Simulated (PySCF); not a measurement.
## A scan of VH with bad points

PBE0; PySCF, spin-free X2C with a Gaussian nucleus, basis sets V x2c-TZVPPall, H x2c-TZVPPall; quintet, unpaired electrons σ ↑, π ↑, δ ↑↑ requested.

```tsv
R (Å)	E (eV)	⟨S²⟩	⟨Lz²⟩	μ (D)
1.513	0.231	6.02	1.13	-2.54
1.580	0.089	6.03	1.15	-2.70
1.631	0.028	6.03	1.16	-2.82
1.681	0.001	6.03	1.18	-2.95
1.731	0.000	6.03	1.19	-3.07
1.799	0.033	6.03	1.22	-3.23
1.883	0.116	6.04	1.24	-3.44
1.984	5.750	6.03	3.40	-0.73
```

The run flagged 1.984 Å: there the SCF either missed its threshold or ended in another occupation than the one requested, so the fit leaves that out.
